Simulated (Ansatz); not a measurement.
Molecule: SrF, net charge 1, singlet state. 
Geometry from a B3LYP-D3(BJ)/def2-TZVP (Ansatz, an electronic-structure program) optimisation:
```xyz
2

Sr     0.0000     0.0000    -0.3866
F      0.0000     0.0000     1.6323
```
Charge +1, spin multiplicity 1.

Total electronic energies in hartree. Correlated levels leave the core frozen unless marked. No spin-orbit coupling. The frozen core is the preceding noble-gas configuration, with the filled d and f shells of earlier blocks. The outer core of K, Ca and their heavier congeners is not correlated, a term that matters for these elements. In def2 rows, elements after Kr have scalar-relativistic effective core potentials. CBS(X,Y): correlation extrapolated as X^-3; Hartree-Fock from the larger set.

| level | program | energy (Eh) |
|---|---|---|
| HF/def2-QZVPPD | Ansatz | -129.72901 |
| RI-HF/def2-TZVPPD | Ansatz | -129.72271 |
| SVWN5/def2-TZVPD | Ansatz | -129.71793 |
| r2SCAN-D4/def2-TZVPD | Ansatz + dftd4 | -130.43445 |
| r2SCAN0-D4/def2-TZVPD | Ansatz + dftd4 | -130.39779 |
| MP2/def2-QZVPP | Ansatz | -130.03304 |
| CCSD/def2-TZVPP | Ansatz | -129.99169 |
| CCSD/def2-QZVPPD | Ansatz | -130.02762 |
| CCSD(T)/CBS(def2-TZVPPD,def2-QZVPPD) | Ansatz | -130.0551 |

Totals of different functionals don't rank their quality; only differences between species are comparable.
